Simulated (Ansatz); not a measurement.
```xyz
12

H    -0.9500    1.6455    0.3700
H     1.9000    0.0000    0.3700
H    -1.9000    0.0000   -0.3700
H    -0.9500   -1.6455   -0.3700
H     0.9500   -1.6455   -0.3700
H     0.9500    1.6455   -0.3700
H     0.9500   -1.6455    0.3700
H     1.9000    0.0000   -0.3700
H    -1.9000    0.0000    0.3700
H    -0.9500   -1.6455    0.3700
H    -0.9500    1.6455   -0.3700
H     0.9500    1.6455    0.3700
```

Basis set: 6-31G (spherical functions). All electrons are correlated. Charge 0, multiplicity 1.

Computed with Ansatz (development build ahead of 0.2.0); each method stands on the lowest determinant of its kind that the runs found. Restricted open shells among the atoms or ions are ROHF, correlated in semicanonical orbitals with singles.

The atomization energy at this shape (free ground-state atoms in the same class of orbitals less the molecule, no zero-point energy) of singlet H12:

```json
{"method": "RHF-MP2", "atomization energy": "491.00 kcal/mol"}
```

(1) What does RHF give?

Answers

(1) 420.92 kcal/mol. Caution: the shape is not the minimum.

This basis has no polarisation functions and is too small for such energies, which can lie far from measured ones in either direction.
